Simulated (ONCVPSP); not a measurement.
**Pseudopotential generation for Zr: ONCV, PW91, scalar-relativistic.**

- Element: zirconium (Zr)
- Generator: ONCVPSP 4.0.1
- Type: optimised norm-conserving Vanderbilt (ONCV)
- Functional: PW91
- Relativity: scalar-relativistic
- Frozen core: [Ar] 3d10
- Valence charge: 12
- Reference configuration: 4s2 4p6 4d2 5s2
- Partial waves: 4s+5s: rc 1.85 bohr, ncon 5, nbas 8, qcut 6.2 1/bohr, 2 projectors; 4p: rc 1.30 bohr, ncon 4, nbas 7, qcut 6.9 1/bohr, 2 projectors, debl 3.5 Ha; 4d: rc 2.10 bohr, ncon 4, nbas 8, qcut 5 1/bohr, 1 projector
- Local potential: polynomial inside 1.20 bohr (lpopt 5, dvloc0 2 Ha)
- Core correction: polynomial model core, fcfact 0.3

All-electron outer shells of the reference configuration (PW91, scalar-relativistic, ld1.x):

```
shell  level (eV)  outermost node (bohr)  outermost maximum (bohr)
   3d     -174.84                      –                      0.35
   4s      -54.55                   0.55                      1.08
   4p      -32.50                   0.56                      1.17
   5s       -4.48                   1.47                      3.15
   4d       -3.64                   0.58                      1.61
```

Estimate the cutoffs (Ha) at which the residual kinetic energy of the hardest occupied pseudo-wave falls to 1 and 0.1 mHa per electron.

24 Ha and 73 Ha.

Does the potential have ghost states?

No bound ghost flagged; GHOST(+) flagged for s at 186.4 eV.

Which valence shell sets the plane-wave cutoff?

4p: 24 Ha for 1 mHa per electron, against 17 Ha for 4s.

Tests: 4s2 4p6 4d2 5s1; 4s2 4p6 4d2 5s0; 4s2 4p6 4d1 5s0; 4s2 4p6 4d3 5s1. Which has the largest error in its energy relative to the reference configuration, and how large is it?

4s2 4p6 4d2 5s0, with -5.3 meV (all-electron minus pseudo) on +20.17 eV.
